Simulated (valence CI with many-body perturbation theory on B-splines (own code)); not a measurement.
Results of a calculation; reference values are marked as such.
## From CI to CI+MBPT in Hg29+

Level of theory: valence CI with perturbative core correlation (CI+MBPT): five valence electrons over a frozen Dirac-Fock core [Kr] 4d10, radial functions for each j: 7 s, 7 p, 7 d, 7 f, 4 g, 2 h, with the one-electron correlation potential Σ1, the two-electron term Σ2, the three-electron term Σ3, Breit, model QED; selected CI, second order for the rest (own B-spline code, finite nucleus).

The last digits are not significant, and no measured levels were compared; by estimate large intervals hold to a few tenths of a per cent, small ones and those within an open d or f shell to about a per cent. Core correlation moves these levels by up to 5400 cm⁻¹, and in measured spectra 5 to 20 % of such shifts remained as error; rates that hang on mixing are uncertain with them. Among the levels kept, up to 780 cm⁻¹ of a level comes from second order outside the variational space, and about a tenth of that is noise between levels of different J, which matters for small intervals. Only levels of the ground parity were solved; by the run's estimate the other parity begins above the list, which can be wrong where configurations are misplaced.

Each rung adds one term. CI alone is the Dirac-Coulomb CI over the frozen core; QED comes last and gives the full result, which names the levels. Energies are above 4f5 6H°_5/2 on the same rung, in eV.

Names give the largest LS component (configuration and term), which can be under half, so a name can repeat, a term be missing and a line seem to break the LS rules; names also repeat where a configuration has a term twice. Letters in brackets count levels of one name in rising energy.

| Level | CI alone |
| --- | --- |
| 4f5 6H°_7/2 | 2.734 |
| 4f5 6F°_5/2 [a] | 4.387 |
| 4f5 6F°_3/2 | 4.679 |
| 4f5 6H°_9/2 | 4.885 |
| 4f5 6F°_1/2 | 5.144 |
| 4f5 6H°_11/2 | 6.453 |
| 4f5 6F°_7/2 | 6.706 |
| 4f5 4I°_15/2 | 7.577 |
| 4f5 6H°_13/2 | 7.558 |
| 4f5 6F°_9/2 | 8.590 |
| 4f5 6F°_5/2 [b] | 9.076 |
| 4f5 6H°_15/2 [a] | 10.101 |
| 4f5 6F°_11/2 | 10.174 |
| 4f5 4F°_3/2 | 10.126 |
| 4f5 4I°_9/2 [a] | 10.499 |
| 4f5 4L°_13/2 [a] | 10.907 |

(1) What do these energies become with core correlation, Breit and QED?

(2) How does the ionisation energy move along the ladder, and which term matters most?

Results:

(1) 4f5 6H°_7/2 2.806 (+0.0726); 4f5 6F°_5/2 [a] 4.389 (+0.0029); 4f5 6F°_3/2 4.708 (+0.0290); 4f5 6H°_9/2 4.918 (+0.0333); 4f5 6F°_1/2 5.138 (-0.0058); 4f5 6H°_11/2 6.396 (-0.0567); 4f5 6F°_7/2 6.711 (+0.0050); 4f5 4I°_15/2 7.234 (-0.3428); 4f5 6H°_13/2 7.373 (-0.1848); 4f5 6F°_9/2 8.499 (-0.0909); 4f5 6F°_5/2 [b] 9.148 (+0.0722); 4f5 6H°_15/2 [a] 9.921 (-0.1799); 4f5 6F°_11/2 10.004 (-0.1699); 4f5 4F°_3/2 10.335 (+0.2084); 4f5 4I°_9/2 [a] 10.470 (-0.0288); 4f5 4L°_13/2 [a] 10.662 (-0.2443).

(2) CI alone 1015.6, + Σ1 1019.0, + Σ2 1031.0, + Σ3 1031.1, + Breit 1030.8, + QED 1030.9 eV. The largest step is Σ2, 12.0 eV. NIST lists 1050 ± 50 eV (theoretical).
